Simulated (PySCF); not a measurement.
## Basis set benchmark on one molecule

Molecule: SMILES OB(O)O, BH3O3.

Geometry (Å), atoms numbered from 1 in this order:
```xyz
7

O    -1.180   -0.895    0.106
B    -0.012   -0.224   -0.077
O     0.015    1.154   -0.254
O     1.121   -0.973   -0.136
H    -1.931   -0.297    0.073
H     0.106    1.666    0.552
H     1.888   -0.422   -0.317
```

Geometry PBE0-D3(BJ)/def2-SVP throughout; GIAO in PySCF, gas phase, one conformer, non-relativistic; equivalent atoms averaged; functional PBE0.

Reference values (measured; Macháček, Bühl, Fanfrlík, Hnyk, 11B NMR of BX3 and BX4-, J. Phys. Chem. A (author manuscript)): δ(B2) = 18.8 ppm vs BF3.OEt2. Computed shifts are taken against BF3·OEt2, calculated as an isolated molecule at each level.

Task: How do the basis sets STO-3G, 6-31G, pcSseg-0, 6-31G*, def2-SVP, cc-pVDZ, pcSseg-1, aug-cc-pVDZ, 6-311+G(2d,p), def2-TZVP, cc-pVTZ, IGLO-III, pcSseg-2 perform against the reference? Times are CPU seconds on shared hosts with different chips, so compare them loosely.

Result: 
```
    basis set  functions    B2  abs. error B  core-s
       STO-3G         23  18.3           0.5       1
        6-31G         42  15.4           3.4     1.9
     pcSseg-0         42  17.4           1.4     1.9
       6-31G*         62  16.5           2.3     2.5
     def2-SVP         71  18.4           0.4     2.7
      cc-pVDZ         71  17.9           0.9     3.2
     pcSseg-1         83  21.3           2.5     4.4
  aug-cc-pVDZ        119  18.8           0.0     5.2
6-311+G(2d,p)        126  20.1           1.3     5.7
    def2-TZVP        142  19.5           0.7     6.8
      cc-pVTZ        162  19.6           0.8     7.9
     IGLO-III        170  20.8           2.0       8
     pcSseg-2        186  20.7           1.9      13
```

For ¹¹B the closest is aug-cc-pVDZ (0.0 ppm) and the furthest 6-31G (3.4 ppm). Where a smaller basis beats a larger one, errors probably cancel; the largest sets show where the functional converges. One molecule is a small sample, and vibrational and solvent effects are absent from the calculation.

A small basis that lands close on one nucleus may do so by chance; judge by the trend and by all nuclei.
